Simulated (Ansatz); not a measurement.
Geometry optimisation, DFT PBE, scalar-relativistic, plane waves, PAW (Ansatz 0.2.0).

input.yaml

```yaml
crystal:
  lattice:
    - [7.67918, 0.0, 0.0]
    - [0.0, 7.67918, 0.0]
    - [0.0, 0.0, 20.554362]
  atoms:
    - { symbol: H, position: [0.40939201, 0.0, 0.04865147] }
    - { symbol: H, position: [0.09060797, 0.0, 0.04865147] }
    - { symbol: H, position: [0.90939198, 0.0, 0.04865147] }
    - { symbol: H, position: [0.59060795, 0.0, 0.04865147] }
    - { symbol: H, position: [0.40939201, 0.49999998, 0.04865147] }
    - { symbol: H, position: [0.09060797, 0.49999998, 0.04865147] }
    - { symbol: H, position: [0.90939198, 0.49999998, 0.04865147] }
    - { symbol: H, position: [0.59060795, 0.49999998, 0.04865147] }
    - { symbol: Si, position: [0.24999999, 0.0, 0.09075932] }
    - { symbol: Si, position: [0.74999997, 0.0, 0.09075932] }
    - { symbol: Si, position: [0.24999999, 0.49999998, 0.09075932] }
    - { symbol: Si, position: [0.74999997, 0.49999998, 0.09075932] }
    - { symbol: Si, position: [0.24999999, 0.24999999, 0.1568037] }
    - { symbol: Si, position: [0.74999997, 0.24999999, 0.1568037] }
    - { symbol: Si, position: [0.24999999, 0.74999997, 0.1568037] }
    - { symbol: Si, position: [0.74999997, 0.74999997, 0.1568037] }
    - { symbol: Si, position: [0.0, 0.24999999, 0.22284807] }
    - { symbol: Si, position: [0.49999998, 0.24999999, 0.22284807] }
    - { symbol: Si, position: [0.0, 0.74999997, 0.22284807] }
    - { symbol: Si, position: [0.49999998, 0.74999997, 0.22284807] }
    - { symbol: Si, position: [0.0, 0.0, 0.28889245] }
    - { symbol: Si, position: [0.49999998, 0.0, 0.28889245] }
    - { symbol: Si, position: [0.0, 0.49999998, 0.28889245] }
    - { symbol: Si, position: [0.49999998, 0.49999998, 0.28889245] }
    - { symbol: Si, position: [0.24999999, 0.09690689, 0.35007168] }
    - { symbol: Si, position: [0.74999997, 0.09690689, 0.35007168] }
    - { symbol: Si, position: [0.24999999, 0.40309309, 0.35007168] }
    - { symbol: Si, position: [0.74999997, 0.40309309, 0.35007168] }
    - { symbol: H, position: [0.74999997, 0.03101975, 0.41618231] }
    - { symbol: H, position: [0.24999999, 0.46898023, 0.41618231] }
    - { symbol: H, position: [0.74999997, 0.46898023, 0.41618231] }
    - { symbol: Cl, position: [0.49999998, 0.74999997, 0.40110035], spin: 1.0 }
    - { symbol: Cl, position: [0.91666662, 0.65632672, 0.40110035] }
magnetization:
  spin_polarized: true
basis:
  ecutwfc: 420.0
kpoints:
  mp_grid: { grid: [2, 2, 1] }
hamiltonian:
  xc: pbe
  pseudopotentials: { kind: paw, azcp: { folder: soft_1 } }
scf:
  occupations: { method: gaussian, width: 0.02 }
  lower_state_search: "off"
relax:
  f_tol: 0.03
  max_steps: 60
  adjacent_minimum: "off"
  constraints: [{ sites: [0, 1, 2, 3, 4, 5, 6, 7, 8, 9, 10, 11] }]
```

Command:

```bash
$ ansatz run input.yaml --threads 4 --pin off --max-ram 10240MiB --backend cpu --events-out ev --progress --plain --runs-dir out
```

Q: Where does it end, and by what steps?

A: The run converged. Limits of this set-up: coarse k mesh, thin slab, slab without dipole correction, no dispersion correction for a molecule that may bind weakly, a typed lattice constant that wasn't relaxed here. After 18 steps the energy has fallen by 3.934 eV; Cl32 moved furthest, 2.82 Å. Joined: Si25–Cl32 (3.45 → 2.09 Å).

```
step  energy less start (eV)  largest force component (eV/Å)  accepted
   0                  0.0000                           1.504       yes
   1                 -1.0807                           0.731       yes
   2                 -1.4753                           0.450       yes
   3                 -1.6819                           0.444       yes
   4                 -1.8989                           0.528       yes
   5                 -2.1289                           0.624       yes
   6                 -2.3727                           0.668       yes
   7                 -2.6856                           0.942       yes
   8                 -3.0328                           0.702       yes
   9                 -3.3145                           0.765       yes
  10                 -3.4827                           0.510       yes
  11                 -3.6143                           0.632       yes
  12                 -3.7244                           0.460       yes
  13                 -3.8150                           0.289       yes
  14                 -3.8778                           0.210       yes
  15                 -3.9161                           0.107       yes
  16                 -3.9300                           0.110       yes
  17                 -3.9333                           0.039       yes
  18                 -3.9338                           0.016       yes
```

```xyz
33
Lattice="7.6792 0.0000 0.0000 0.0000 7.6792 0.0000 0.0000 0.0000 20.5544" Properties=species:S:1:pos:R:3
H 3.144 0.000 1.000
H 0.696 0.000 1.000
H 6.983 0.000 1.000
H 4.535 0.000 1.000
H 3.144 3.840 1.000
H 0.696 3.840 1.000
H 6.983 3.840 1.000
H 4.535 3.840 1.000
Si 1.920 0.000 1.865
Si 5.759 0.000 1.865
Si 1.920 3.840 1.865
Si 5.759 3.840 1.865
Si 1.906 1.928 3.182
Si 5.778 1.927 3.188
Si 1.921 5.754 3.277
Si 5.755 5.757 3.275
Si 0.008 1.936 4.536
Si 3.838 1.897 4.474
Si -0.003 5.749 4.674
Si 3.838 5.733 4.681
Si -0.003 0.108 6.042
Si 3.848 0.060 5.938
Si -0.030 4.032 6.459
Si 3.833 3.717 5.934
Si 1.969 0.712 7.193
Si 5.722 0.671 7.211
Si 1.987 3.097 7.242
Si 5.657 3.049 7.259
H 5.683 0.142 8.610
H 2.204 3.516 8.665
H 5.444 3.489 8.676
Cl 2.143 7.806 9.193
Cl 7.576 5.546 8.070
```

Whether the end is a true minimum wasn't checked by a vibrational analysis.

The run took 4.6 min on 4 threads of Arm Neoverse V2 (shared host), peak memory 2.5 GiB.
